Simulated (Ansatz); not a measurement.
Basis sets compared for mer-VF3(H2O)3 (VO₃F₃H₆). The state is a triplet with charge 0. Geometry r2SCAN-D4/def2-SVP. Ansatz on 4 threads of Arm Neoverse V1 on a shared host; times are rough, and most runs start from earlier orbitals.

```xyz
13

V    -0.076    0.190    0.226
F     1.478    1.021   -0.239
F    -1.390   -1.128    0.056
F    -0.855    1.368    1.337
O     0.853   -1.358   -1.036
H     1.207   -0.979   -1.853
H     0.065   -1.880   -1.259
O     1.107   -0.433    1.877
H     0.759    0.148    2.575
H     1.899    0.034    1.544
O    -1.351    0.994   -1.299
H    -1.718    1.759   -0.824
H    -1.979    0.265   -1.106
```

Binding counts from free atoms (V quartet, F doublet, O triplet, H doublet) in the same basis, without a counterpoise term.

| level | functions | energy (Eh) | HOMO (eV) | LUMO (eV) | binding per atom (eV) | wall time |
| --- | --- | --- | --- | --- | --- | --- |
| HF/STO-3G | 54 | -1452.4246 | -4.95 | 10.98 | 2.57 | 0.7 s |
| HF/def2-TZVP | 267 | -1469.7790 | -13.61 | 2.18 | 2.57 | 27 s |
| PBE-D4/def2-SVP | 145 | -1471.7715 | -3.23 | -2.25 | – | 4.1 s |
| PBE-D4/def2-TZVP (with forces) | 267 | -1472.5588 | -3.68 | -2.72 | – | 8 s |
| r2SCAN-D4/def2-TZVP | 267 | -1473.0551 | -4.40 | -2.69 | – | 17 s |
| PBE0-D4/def2-SVP | 145 | -1471.7876 | -6.17 | -1.26 | 3.79 | 8 s |
| PBE0-D4/def2-TZVP (with forces) | 267 | -1472.5658 | -6.43 | -1.48 | – | 24 s |

(1) Estimate the rows for PBE-D4/def2-TZVPD, r2SCAN-D4/def2-TZVPD, PBE0-D4/def2-TZVPD.

Answers

(1) 
```csv
level,functions,energy (Eh),HOMO (eV),LUMO (eV),binding per atom (eV),wall time
PBE-D4/def2-TZVPD,342,-1472.5683,-3.76,-2.80,–,15 s
r2SCAN-D4/def2-TZVPD,342,-1473.0634,-4.43,-2.71,–,26 s
PBE0-D4/def2-TZVPD,342,-1472.5744,-6.45,-1.51,–,56 s
```
